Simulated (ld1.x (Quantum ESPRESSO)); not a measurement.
**Which change was made? (Ta, TM)**

```json
{
 "Element": "Ta (Z = 73)",
 "Generator": "ld1.x (Quantum ESPRESSO) 7.5",
 "Type": "norm-conserving Troullier–Martins (Kleinman–Bylander form)",
 "Functional": "PBE",
 "Relativity": "scalar-relativistic",
 "Frozen core": "[Kr] 4d10 4f14 5s2",
 "Valence charge": "11",
 "Reference configuration": "5p6 5d3 6s1 6p0 (charge +1)",
 "Partial waves": "6s (bound): rc 1.95 bohr; 5p (bound): rc 1.60 bohr; 5d (bound): rc 1.65 bohr; 5f channel at 0.2 Ry: rc 1.75 bohr",
 "Local potential": "all-electron potential smoothed inside 1.55 bohr (lloc = -1)",
 "Core correction": "a·sin(br)/r model core, default radius (core density twice the valence density)"
}
```

Cutoffs, loose and tight: the cutoffs (Ry, on a coarse ladder) from which the occupation-weighted sum of valence levels, in a spherical-Bessel basis at the reference potential, stays within 10 and 1 mRy of its value at 400 Ry. They do not see the model core or the augmentation charge, which bear on the density cutoff. Test errors are all-electron minus pseudo excitation energies from the reference, over the configurations 5p6 5d3 6s2 6p0; 5p6 5d3 6s0 6p0; 5p6 5d2 6s0 6p0; 5p5 5d3 6s2 6p0; 5p6 5d4 6s1 6p0; 5p6 5d3 6s1.5 6p0; 5p6 5d3 6s1 6p1; variants that change the core or the reference have their own tests. The largest error is taken over the tests solved by every variant that gives reliable tests at all, those not shown here included: 5p6 5d2 6s0 6p0; 5p6 5d3 6s0 6p0; 5p6 5d3 6s1 6p1.

The base gives: outcome: generated; cutoff, loose: 50 Ry; cutoff, tight: 90 Ry; bound ghosts: f, s; largest test error (meV): -39.

(1) After one change the result is: outcome: generated; cutoff, loose: 30 Ry; cutoff, tight: 40 Ry; bound ghosts: s; largest test error (meV): +50. Which change was it?
A. all radii but the core radius scaled by about 1.38 (s 2.70, p 2.22, d 2.28, f 2.42 bohr); local potential all-electron potential smoothed inside 2.16 bohr (lloc = -1)
B. all radii but the core radius scaled by about 0.89 (s 1.74, p 1.42, d 1.46, f 1.56 bohr); local potential all-electron potential smoothed inside 1.38 bohr (lloc = -1)
C. all radii but the core radius scaled by about 1.10 (s 2.14, p 1.76, d 1.82, f 1.92 bohr); local potential all-electron potential smoothed inside 1.70 bohr (lloc = -1)
D. all radii but the core radius scaled by about 0.79 (s 1.54, p 1.26, d 1.30, f 1.38 bohr); local potential all-electron potential smoothed inside 1.22 bohr (lloc = -1)
E. all radii but the core radius scaled by about 1.22 (s 2.38, p 1.96, d 2.02, f 2.14 bohr); local potential all-electron potential smoothed inside 1.90 bohr (lloc = -1)

## Answers

(1) A. The others give: all radii but the core radius scaled by about 1.22 (s 2.38, p 1.96, d 2.02, f 2.14 bohr); local potential all-electron potential smoothed inside 1.90 bohr (lloc = -1) → outcome: generated; cutoff, loose: 30 Ry; cutoff, tight: 45 Ry; bound ghosts: p, s; largest test error (meV): -288 | all radii but the core radius scaled by about 0.89 (s 1.74, p 1.42, d 1.46, f 1.56 bohr); local potential all-electron potential smoothed inside 1.38 bohr (lloc = -1) → outcome: generated; cutoff, loose: 80 Ry; cutoff, tight: 110 Ry; bound ghosts: f, s; largest test error (meV): -58 | all radii but the core radius scaled by about 0.79 (s 1.54, p 1.26, d 1.30, f 1.38 bohr); local potential all-electron potential smoothed inside 1.22 bohr (lloc = -1) → outcome: generated; cutoff, loose: 180 Ry; cutoff, tight: over 300 Ry; bound ghosts: s, f; largest test error (meV): -10602 | all radii but the core radius scaled by about 1.10 (s 2.14, p 1.76, d 1.82, f 1.92 bohr); local potential all-electron potential smoothed inside 1.70 bohr (lloc = -1) → outcome: generated; cutoff, loose: 40 Ry; cutoff, tight: 70 Ry; bound ghosts: s; largest test error (meV): -30.
